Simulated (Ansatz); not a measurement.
Name a neutral molecule of C, Cl, Hf, N and H with HOMO energy (PBE/def2-TZVPP) between -5.15 and -4.85 eV and HOMO–LUMO gap (PBE/def2-TZVPP) between 3.25 and 3.55 eV (Ansatz, PBE0-D4/def2-TZVP geometry).

`CC[C@@]12[C@H]3[C@H]4[C@H]5[C@@H]1[Hf]4532([CH3])([Cl])[N](C)C` (-5.12 eV, 3.50 eV). Other molecules can fit too; these were computed, each in one conformer that needn't be the lowest.
